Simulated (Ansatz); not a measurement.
Start from `N[SiH2]N[SiH2]O` and change one atom or group to get `C[SiH2]N[SiH2]O`.

Ansatz, PBE0-D4/def2-TZVP geometries, multiplicity 1. Each molecule was computed in one conformer, which needn't be the lowest.

```
                               property  `N[SiH2]N[SiH2]O`
    HOMO–LUMO gap (PBE/def2-TZVPP) / eV               5.68
  LUMO energy (ωB97M-V/def2-TZVPP) / eV               1.86
     HOMO energy (PBE0/def2-TZVPP) / eV              -7.45
    HOMO energy (B3LYP/def2-TZVPP) / eV              -7.21
  HOMO energy (ωB97M-V/def2-TZVPP) / eV              -9.79
HOMO–LUMO gap (ωB97M-V/def2-TZVPP) / eV              11.66
```

Problem. Give the same properties after the change, and the shifts. (Estimate.)

Solution. Ansatz gave: 
```json
{"property": "HOMO–LUMO gap (PBE/def2-TZVPP) / eV", "`C[SiH2]N[SiH2]O`": "5.85", "shift": "0.17"}
{"property": "LUMO energy (ωB97M-V/def2-TZVPP) / eV", "`C[SiH2]N[SiH2]O`": "1.95", "shift": "0.09"}
{"property": "HOMO energy (PBE0/def2-TZVPP) / eV", "`C[SiH2]N[SiH2]O`": "-7.60", "shift": "-0.15"}
{"property": "HOMO energy (B3LYP/def2-TZVPP) / eV", "`C[SiH2]N[SiH2]O`": "-7.38", "shift": "-0.17"}
{"property": "HOMO energy (ωB97M-V/def2-TZVPP) / eV", "`C[SiH2]N[SiH2]O`": "-9.92", "shift": "-0.13"}
{"property": "HOMO–LUMO gap (ωB97M-V/def2-TZVPP) / eV", "`C[SiH2]N[SiH2]O`": "11.87", "shift": "0.21"}
```

B3LYP here is the variant with VWN-RPA as its local correlation; programs differ in this.
